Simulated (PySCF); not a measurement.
Cl4SW, triplet, geometry from GFN2-xTB (such geometries of metal compounds can be far from the true shape) (the multiplicity is a formal guess) (core potentials on W). Base run: DF-SVWN5/def2-SVP run with PySCF.

The PySCF input:
```python
from pyscf import gto, scf, dft

mol = gto.Mole()
mol.atom = '''
    W     0.000372   -0.000160    0.000395
    S     1.597695   -0.688987    1.694562
    Cl   -1.520087    0.655519   -1.612248
    Cl    0.335022    2.121083    0.557249
    Cl    1.258392   -0.948693   -1.561470
    Cl   -1.578661   -1.178752    1.019869
'''
mol.basis = 'def2-svp'
mol.ecp = {'W': 'def2-svp'}
mol.charge = 0
mol.spin = 2
mol.verbose = 4
mol.build()

mf = dft.UKS(mol)
mf.xc = 'lda,vwn'
mf = mf.density_fit(auxbasis='def2-universal-jkfit')
mf.kernel()
mf.analyze()
```

Variants of this job, named by their change:

```tsv
change	ΔE vs base (µEh)	grid points	electrons on the grid	outcome
base	0.0	118712	98.00000	converged
grids.level = 5	-8.2	266600	98.00000	converged
grids.atom_grid = (75, 302)	-2.1	82120	98.00001	converged
grids.radi_method = mura_knowles	0.1	108520	98.00000	converged
grids.atom_grid = (50, 194)	-82.8	37992	97.99993	converged
grids.prune = dft.gen_grid.sg1_prune	-	-	-	input refused
grids.level = 7	-7.3	526088	98.00000	converged
grids.level = 2	-2.0	74320	98.00001	converged
grids.radi_method = delley	2.0	119896	98.00000	converged
grids.becke_scheme = stratmann	-6.6	118712	98.00000	converged
grids.level = 4	-8.4	178480	98.00000	converged
```

Open shells are given as the SCF converged; they aren't shown to be the lowest states, and a large step between rows can be another state.

- grids.prune = dft.gen_grid.sg1_prune: ended with `IndexError: index 74 is out of bounds for axis 0 with size 19`
